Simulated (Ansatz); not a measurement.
C$_{2}$H$_{5}$ (SMILES [CH2]C), doublet, at a GFN2-xTB geometry. Base run: B3LYP/6-31G** (Ansatz, a program for electronic structure).

Geometry (Å):
```xyz
7

C     -0.0261    -0.6856    -0.0147
C      0.0091     0.7843     0.0165
H      0.9882    -1.1100    -0.0157
H     -0.5309    -1.0869     0.8644
H     -0.5216    -1.0501    -0.9140
H      0.1092     1.3061     0.9478
H      0.0570     1.3490    -0.8934
```
Charge 0, spin multiplicity 2.
Orbitals are unrestricted.
All else is at Ansatz's defaults.
Base energy -79.16459 Eh.

The base run was repeated with changes; each row names its change, and settings that it needs were set with it.

| change | ΔE vs base (µEh) |
|---|---|
| base | 0.0 |
| accuracy = high | -0.2 |
| lower_state_search = light | 0.0 |
| fitting.mean_field = cc-pVTZ-JKFIT | -31.5 |
| nuclear_model = gaussian | 6.5 |
| lower_state_search = off | 0.0 |
| forces = on | -1.0 |
| point_charge = charge:-1.0 position_ang:4.5714, 0.8891, -0.4112 | -327 |
| final_grid = 6, 12, 29 | 1.4 |
| point_charge = charge:0.5 position_ang:-2.4789, 1.6579, 3.56 | -690 |
| fitting.mean_field = def2-universal-JKFIT | -41.0 |
